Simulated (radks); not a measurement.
Values are calculated unless marked as measured or tabulated.
Spherical jellium clusters: N electrons in a uniform positive sphere of charge N and radius rs N^(1/3), rs = 5.2 bohr. Level of theory: non-relativistic Kohn-Sham, LDA (Slater exchange, Perdew-Wang correlation), spin-polarised, spherical densities (a radial shooting solver with Libxc functionals). Levels are named by radial order and angular momentum (1s, 1p, 1d, 2s, ...), and open shells are averaged over m.

N = 4, configuration 1s2 1p(up 2, down 0). This is the lowest configuration that the search found. Occupied and some empty levels:

| level | occupation | eigenvalue (eV) | <r> (bohr) |
|---|---|---|---|
| 1s up | 1 | -3.3469 | 5.738 |
| 1s down | 1 | -2.9355 | 5.736 |
| 1p up | 2 | -2.2775 | 7.094 |
| 1p down | 0 | -1.8697 | 7.307 |
| 1d up | 0 | -1.0542 | 8.611 |
| 2s up | 0 | -0.81690 | 9.390 |
| 1d down | 0 | -0.72565 | 9.157 |
| 2s down | 0 | -0.63302 | 10.08 |

Energy (eV): total -6.26095, kinetic 4.7503, external -61.891, Hartree 30.468, exchange-correlation -11.235, background 31.647.

Electron density:

| r (bohr) | n(r) (e/bohr^3) |
|---|---|
| 0.273 | 0.002095 |
| 1.30 | 0.002149 |
| 2.33 | 0.002234 |
| 3.36 | 0.002263 |
| 4.39 | 0.002135 |
| 5.42 | 0.001803 |
| 6.46 | 0.001320 |
| 7.49 | 0.0008245 |
| 8.52 | 0.0004425 |
| 9.55 | 0.0002117 |
| 10.6 | 0.00009344 |
| 11.6 | 0.00003927 |
| 12.6 | 0.00001593 |
| 13.7 | 6.307e-06 |
